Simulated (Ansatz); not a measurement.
Basis sets compared for cyclo-(Cl2SnO)3 (Sn₃Cl₆O₃). The state is a singlet with charge 0. Geometry PBE-D4/def2-SVP. Ansatz on 4 threads of Arm Neoverse V2 on a shared host; times are rough, and most runs start from earlier orbitals.

```tsv
atom	x (Å)	y (Å)	z (Å)
Sn1	-1.434	1.448	0.347
Cl2	-1.123	3.723	-0.092
Cl3	-3.566	1.059	1.221
O4	-1.255	0.441	-1.359
Sn5	0.075	-0.963	-1.828
Cl6	-1.074	-2.926	-2.365
Cl7	1.336	-0.218	-3.650
O8	1.309	-1.345	-0.314
Sn9	1.352	-0.493	1.484
Cl10	3.422	0.557	1.764
Cl11	1.042	-2.151	3.101
O12	-0.085	0.868	1.691
```

In the def2 sets Sn takes a core potential; there is no spin–orbit coupling.

Binding counts from free atoms (Sn triplet, Cl doublet, O triplet) in the same basis, without a counterpoise term.

```json
{"level": "PBE-D4/def2-SVP", "functions": "228", "energy (Eh)": "-3627.7447", "HOMO (eV)": "-7.97", "LUMO (eV)": "-4.87", "binding per atom (eV)": "3.37", "wall time": "5.5 s"}
{"level": "PBE0-D4/def2-SVP", "functions": "228", "energy (Eh)": "-3627.9750", "HOMO (eV)": "-9.62", "LUMO (eV)": "-4.17", "binding per atom (eV)": "3.19", "wall time": "11 s"}
```

Problem. Estimate the rows for PBE-D4/def2-TZVP (with forces), PBE0-D4/def2-TZVP.

Solution. 
```tsv
level	functions	energy (Eh)	HOMO (eV)	LUMO (eV)	binding per atom (eV)	wall time
PBE-D4/def2-TZVP (with forces)	465	-3629.0343	-8.18	-5.00	3.42	16 s
PBE0-D4/def2-TZVP	465	-3629.2535	-9.76	-4.23	3.26	43 s
```
